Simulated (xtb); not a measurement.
xtb input:

```bash
xtb mol.xyz --gfn 1 --sp --chrg -1 --uhf 0
```
mol.xyz:
```
3

Si    -0.00000000    -0.00000000    -1.12900654
Si     0.00000000     0.00000000     0.95341659
H      0.00000000     0.00000000     2.45825928
```

What final total energy does it print?

-4.28572 Eh (GFN1-xTB).

It need not be the lowest isomer of its formula. Whether it binds its extra electron was not tested at this geometry.
